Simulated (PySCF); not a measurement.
Re²⁺: ionisation energy

Re²⁺ [Xe] 4f14 5d5 [5d3/2^4 5d5/2^1, M_J = 5/2] → Re³⁺ [Xe] 4f14 5d4 [5d3/2^4, M_J = 0], as a difference of total energies. All numbers are calculated (PySCF 2.14, the two-component X2C-1e Hamiltonian, in x2c-TZVPall-2c). "Screened" scales the spin-orbit matrix elements by Boettger's factors to mimic the two-electron term; Breit and QED terms are absent.

```tsv
method	ionisation energy (eV)
GHF (spin-free)	27.368
GHF (screened spin-orbit)	26.794
```

The spin-free rows relax to the high-spin LS determinant and lack the spin-orbit shift.

Errors of the correlated levels include the incompleteness of this basis and the frozen core.

The labels give the starting determinants; with spin-orbit coupling the two ends relaxed to ⟨J²⟩ = 8.76, ⟨L²⟩ = 0.24, ⟨S²⟩ = 8.64 and ⟨J²⟩ = 2.64, ⟨L²⟩ = 5.58, ⟨S²⟩ = 5.57.

The determinant of Re³⁺ mixes levels of different J (the jj label is only the starting occupation), so the difference between spin-free and spin-orbit rows is not the physical spin-orbit shift.

For comparison: 27 ± 1.6 eV (theoretical estimate listed by NIST; NIST Atomic Spectra Database, ionization energies).
